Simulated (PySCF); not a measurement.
AsF(OH) (doublet). Computed with UPBE0 in PySCF with As def2-TZVP, F def2-TZVP, O def2-TZVP, H def2-TZVP; no relativity; density-fitted integrals.

Harmonic bands of its minimum:

```json
{"ω (cm⁻¹)": "140", "IR (km/mol)": "99.4"}
{"ω (cm⁻¹)": "291", "IR (km/mol)": "46.9"}
{"ω (cm⁻¹)": "663", "IR (km/mol)": "117"}
{"ω (cm⁻¹)": "722", "IR (km/mol)": "111"}
{"ω (cm⁻¹)": "916", "IR (km/mol)": "52.7"}
{"ω (cm⁻¹)": "3841", "IR (km/mol)": "98.6"}
```

Task: The central atom is As. Infer the point group and assign the bands.

Result: C1. The modes span 6a: 140 a, 291 a, 663 a, 722 a, 916 a, 3841 a. The computed geometry has As–F 1.751 Å, As–O 1.764 Å, O–H 0.964 Å; As–O–H 112.4°, F–As–O 97.7°.

This need not be the most stable arrangement of these atoms.
